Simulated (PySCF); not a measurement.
Cl4Ti, triplet, at a GFN2-xTB geometry (such geometries of metal compounds can be far from the true shape) (the multiplicity is a formal guess); PySCF with HF/STO-3G.

Here is a job for PySCF.
```python
from pyscf import gto, scf

mol = gto.M(
    atom='''
Ti    0.00025670    0.01043179    0.01991298
Cl    1.75167063   -0.53833503   -1.18923378
Cl    0.62939803    0.50034952    2.06805868
Cl   -0.97459407    1.75765139   -0.88960055
Cl   -1.40385797   -1.67884312    0.09210325
''',
    basis='sto-3g',
    spin=2,
    verbose=4,
)

mf = scf.UHF(mol)
mf.kernel()
mo_i, mo_e, stable_i, stable_e = mf.stability(internal=True, external=True, return_status=True, nroots=6, tol=1e-6)
print('internally stable:', stable_i, ' externally stable:', stable_e)
if not stable_i:
    umf = mf.copy()
    umf.scf_summary = {}
    umf.kernel(umf.make_rdm1(mo_i, mf.mo_occ))
```

The log (banner, timings and long lists left out):

```
PySCF version 2.14.0

[INPUT] verbose = 4
[INPUT] num. atoms = 5
[INPUT] num. electrons = 90
[INPUT] charge = 0
[INPUT] spin (= nelec alpha-beta = 2S) = 2
[INPUT] symmetry False subgroup None
[INPUT] Mole.unit = angstrom
[INPUT] Symbol           X                Y                Z      unit          X                Y                Z       unit  Magmom
[...]
nuclear repulsion = 615.859462653894
number of shells = 28
number of NR pGTOs = 162
number of NR cGTOs = 54
basis = sto-3g
ecp = {}

******** <class 'pyscf.scf.uhf.UHF'> ********
method = UHF
initial guess = minao
damping factor = 0
level_shift factor = 0
DIIS = <class 'pyscf.scf.diis.CDIIS'>
diis_start_cycle = 1
diis_space = 8
diis_damp = 0
SCF conv_tol = 1e-09
SCF conv_tol_grad = None
SCF max_cycles = 50
direct_scf = True
direct_scf_tol = 1e-13
number electrons alpha = 46  beta = 44
Set gradient conv threshold to 3.16228e-05
init E= -2656.35537262739

cycle= 1 E= -2658.23458948028  delta_E= -1.88  |g|= 0.223  |ddm|=  2.4
cycle= 2 E= -2658.27403163043  delta_E= -0.0394  |g|= 0.0819  |ddm|= 0.547
cycle= 3 E= -2658.27929143934  delta_E= -0.00526  |g|= 0.0133  |ddm|= 0.148
cycle= 4 E= -2658.27964972195  delta_E= -0.000358  |g|= 0.00468  |ddm|= 0.044
cycle= 5 E= -2658.27977624654  delta_E= -0.000127  |g|= 0.00384  |ddm|= 0.0311
cycle= 6 E= -2658.27982674787  delta_E= -5.05e-05  |g|= 0.00407  |ddm|= 0.0129
cycle= 7 E= -2658.27950486437  delta_E= 0.000322  |g|= 0.00146  |ddm|= 0.127
cycle= 8 E= -2658.27948938925  delta_E= 1.55e-05  |g|= 0.000739  |ddm|= 0.0391
cycle= 9 E= -2658.27949447721  delta_E= -5.09e-06  |g|= 0.00064  |ddm|= 0.0067
cycle= 10 E= -2658.279501284  delta_E= -6.81e-06  |g|= 0.000569  |ddm|= 0.00972
cycle= 11 E= -2658.27951256567  delta_E= -1.13e-05  |g|= 0.000463  |ddm|= 0.0203
cycle= 12 E= -2658.27951922196  delta_E= -6.66e-06  |g|= 0.000444  |ddm|= 0.0154
cycle= 13 E= -2658.27951979043  delta_E= -5.68e-07  |g|= 0.000446  |ddm|= 0.00118
cycle= 14 E= -2658.27951858561  delta_E= 1.2e-06  |g|= 0.000432  |ddm|= 0.00256
cycle= 15 E= -2658.27951701141  delta_E= 1.57e-06  |g|= 0.000399  |ddm|= 0.00595
cycle= 16 E= -2658.27951762216  delta_E= -6.11e-07  |g|= 0.000386  |ddm|= 0.00402
cycle= 17 E= -2658.27951889619  delta_E= -1.27e-06  |g|= 0.000379  |ddm|= 0.00387
cycle= 18 E= -2658.2795201192  delta_E= -1.22e-06  |g|= 0.000383  |ddm|= 0.0031
cycle= 19 E= -2658.27951908783  delta_E= 1.03e-06  |g|= 0.000362  |ddm|= 0.00404
[...]
SCF not converged.
<class 'pyscf.scf.uhf.UHF'> wavefunction has an internal instability
<class 'pyscf.scf.uhf.UHF'> wavefunction has an real -> complex instability
<class 'pyscf.scf.uhf.UHF'> wavefunction has an UHF/UKS -> GHF/GKS instability
internally stable: False  externally stable: False
[...]
cycle= 22 E= -2658.2878054514  delta_E= 0.000794  |g|= 0.00966  |ddm|= 0.315
cycle= 23 E= -2658.28763404774  delta_E= 0.000171  |g|= 0.0144  |ddm|= 0.0301
cycle= 24 E= -2658.28794524524  delta_E= -0.000311  |g|= 0.00179  |ddm|= 0.0937
cycle= 25 E= -2658.28781976888  delta_E= 0.000125  |g|= 0.00326  |ddm|= 0.134
cycle= 26 E= -2658.28786579884  delta_E= -4.6e-05  |g|= 0.00187  |ddm|= 0.0454
cycle= 27 E= -2658.28783796158  delta_E= 2.78e-05  |g|= 0.00163  |ddm|= 0.0605
cycle= 28 E= -2658.28783997384  delta_E= -2.01e-06  |g|= 0.00214  |ddm|= 0.0312
cycle= 29 E= -2658.28785564656  delta_E= -1.57e-05  |g|= 0.00105  |ddm|= 0.0194
cycle= 30 E= -2658.28786929304  delta_E= -1.36e-05  |g|= 0.000578  |ddm|= 0.0295
cycle= 31 E= -2658.28788009875  delta_E= -1.08e-05  |g|= 0.00057  |ddm|= 0.0189
cycle= 32 E= -2658.28788512002  delta_E= -5.02e-06  |g|= 0.000478  |ddm|= 0.0101
cycle= 33 E= -2658.28789724388  delta_E= -1.21e-05  |g|= 0.000428  |ddm|= 0.0254
cycle= 34 E= -2658.28790549924  delta_E= -8.26e-06  |g|= 0.000389  |ddm|= 0.0193
cycle= 35 E= -2658.28791317478  delta_E= -7.68e-06  |g|= 0.000347  |ddm|= 0.0201
cycle= 36 E= -2658.28792155647  delta_E= -8.38e-06  |g|= 0.000324  |ddm|= 0.0254
cycle= 37 E= -2658.28792391011  delta_E= -2.35e-06  |g|= 0.000315  |ddm|= 0.00809
cycle= 38 E= -2658.28792481224  delta_E= -9.02e-07  |g|= 0.000311  |ddm|= 0.00635
cycle= 39 E= -2658.28792426064  delta_E= 5.52e-07  |g|= 0.000293  |ddm|= 0.00313
cycle= 40 E= -2658.28792740293  delta_E= -3.14e-06  |g|= 0.00034  |ddm|= 0.0114
cycle= 41 E= -2658.28792643365  delta_E= 9.69e-07  |g|= 0.000311  |ddm|= 0.0033
cycle= 42 E= -2658.28792503968  delta_E= 1.39e-06  |g|= 0.000292  |ddm|= 0.00524
cycle= 43 E= -2658.28792373048  delta_E= 1.31e-06  |g|= 0.000277  |ddm|= 0.00578
cycle= 44 E= -2658.28792343817  delta_E= 2.92e-07  |g|= 0.000266  |ddm|= 0.00968
cycle= 45 E= -2658.28792458121  delta_E= -1.14e-06  |g|= 0.000245  |ddm|= 0.00935
cycle= 46 E= -2658.28792772928  delta_E= -3.15e-06  |g|= 0.000164  |ddm|= 0.0196
cycle= 47 E= -2658.28793011493  delta_E= -2.39e-06  |g|= 0.000106  |ddm|= 0.0226
cycle= 48 E= -2658.28793042792  delta_E= -3.13e-07  |g|= 8.88e-05  |ddm|= 0.00517
cycle= 49 E= -2658.28793061736  delta_E= -1.89e-07  |g|= 7.58e-05  |ddm|= 0.00362
cycle= 50 E= -2658.28793063648  delta_E= -1.91e-08  |g|= 6.47e-05  |ddm|= 0.000753
SCF not converged.
SCF energy = -2658.28793063648 after 50 cycles  <S^2> = 2.0226007  2S+1 = 3.0150295
```

Convergence was not reached.
